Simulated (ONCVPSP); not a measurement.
# Before and after: ONCV potential for O

O (Z = 8), optimised norm-conserving Vanderbilt (ONCV), made with ONCVPSP 4.0.1 (PBE, scalar-relativistic). Core [He], reference 2s2 2p4. Waves: 2s: rc 0.60 bohr, ncon 4, nbas 7, qcut 9.4 1/bohr, 3 projectors, debl 0.7 Ha; 2p: rc 1.30 bohr, ncon 4, nbas 7, qcut 11.6 1/bohr, 2 projectors, debl 1.1 Ha; d scattering state at 0.06 Ha: rc 1.40 bohr, ncon 5, nbas 8, qcut 5.8 1/bohr, 2 projectors, debl 2.7 Ha. Local part: polynomial inside 0.40 bohr (lpopt 1, dvloc0 0 Ha). Core correction: none.

In the s channel the program set the typed energies aside and used -0.881, 0.250, 0.950 Ha.

Change: s: qcut 12.5.

Cutoffs: the cutoffs (Ha) at which the residual kinetic energy of the hardest occupied pseudo-wave falls to 1 and 0.1 mHa per electron; they do not see the model core or the augmentation charge, which bear on the density cutoff. Errors are all-electron minus pseudo energies relative to the spin-unpolarised reference configuration.

**Question.** Predict the effect on cutoff, ghosts and configuration errors.

**Answer.** The potential gets softer (267 Ha and 345 Ha → 170 Ha and 334 Ha); both files keep a bound ghost (s); the errors of the 4 common tests hardly move.

```tsv
quantity	base	changed
cutoff, loose	267 Ha	170 Ha
cutoff, tight	345 Ha	334 Ha
loose cutoff by channel	s 267 Ha, p 41 Ha	s 170 Ha, p 41 Ha
bound ghosts	s	s
GHOST(+) flags under 300 eV	d at 53.7 eV	d at 53.7 eV
error for 2s2 2p3, meV [ΔE 16.43 eV]	+8.2	+8.4
error for 2s2 2p2, meV [ΔE 50.02 eV]	+80	+81
error for 2s2 2p1, meV [ΔE 103.89 eV]	+356	+359
error for 2s1 2p5, meV [ΔE 14.95 eV]	+8.8	+10
s: phases at 0.61 bohr within 0.05 rad from the reference energy up to (Ha; the scan ends near 5)	to the end of the scan	to the end of the scan
p: phases at 1.32 bohr within 0.05 rad from the reference energy up to (Ha; the scan ends near 5)	to the end of the scan	to the end of the scan
d: phases at 1.42 bohr within 0.05 rad from the reference energy up to (Ha; the scan ends near 5)	2.0	2.0
```

 A true bound ghost makes a file unfit for plane-wave use even where its test errors are small: the radial tests pick states by their node count and pass the ghost by.
